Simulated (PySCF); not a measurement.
Isomers of C6H12O2Si, from PBE0-D3(BJ)/def2-SVP geometry optimisation, gas phase in PySCF 2.14.0. One conformer each, no zero-point energy, no frequencies.

Question: Which is lowest in electronic energy at this level?
A. `[CH3:1][C:2](=[O:3])[O:4][C@H:5]1[CH2:6][CH2:7][SiH2:8][CH2:9]1` with C1–C2–O4–C5 179°, C2–O4–C5–C6 81°, O4–C5–C6–C7 173°, C5–C6–C7–Si8 -37°, C6–C7–Si8–C9 13°, C7–Si8–C9–C5 14°: A = 3538, B = 710.0, C = 642.6 MHz, dipole 1.59 D
B. `[CH2:1]=[CH:2][CH2:3][Si@@:4]([CH3:5])([OH:6])[O:7][CH:8]=[CH2:9]` with C1–C2–C3–Si4 105°, C2–C3–Si4–C5 -63°, C3–Si4–O6–H 170°, C3–Si4–O7–C8 67°, Si4–O7–C8–C9 -5°: A = 1905, B = 915.1, C = 786.8 MHz, dipole 1.28 D
C. `[CH3:1][C:2](=[O:3])[C@@H:4]1[CH2:5][O:6][CH2:7][CH2:8][SiH2:9]1` with C1–C2–C4–C5 -159°, C2–C4–C5–O6 180°, C4–C5–O6–C7 75°, C5–O6–C7–C8 -73°, O6–C7–C8–Si9 55°: A = 2417, B = 975.3, C = 784.4 MHz, dipole 2.80 D

Answer: B. That is `C=CC[Si@@](C)(O)OC=C`, 13.7 kcal/mol below the next.

| SMILES | mapped SMILES | E (Eh) | relative (kcal/mol) | relative (kJ/mol) | dipole (D) |
| --- | --- | --- | --- | --- | --- |
| C=CC[Si@@](C)(O)OC=C | [CH2:1]=[CH:2][CH2:3][Si@@:4]([CH3:5])([OH:6])[O:7][CH:8]=[CH2:9] | -674.93270 | 0.0 | 0.0 | 1.28 |
| CC(=O)O[C@H]1CC[SiH2]C1 | [CH3:1][C:2](=[O:3])[O:4][C@H:5]1[CH2:6][CH2:7][SiH2:8][CH2:9]1 | -674.91091 | 13.7 | 57.2 | 1.59 |
| CC(=O)[C@@H]1COCC[SiH2]1 | [CH3:1][C:2](=[O:3])[C@@H:4]1[CH2:5][O:6][CH2:7][CH2:8][SiH2:9]1 | -674.88084 | 32.5 | 136.2 | 2.80 |

As drawn, the lowest has an O–H bond, an Si–O bond and a C=C bond outside aromatic rings, which the highest lacks; the highest has a C=O bond, which the lowest lacks.
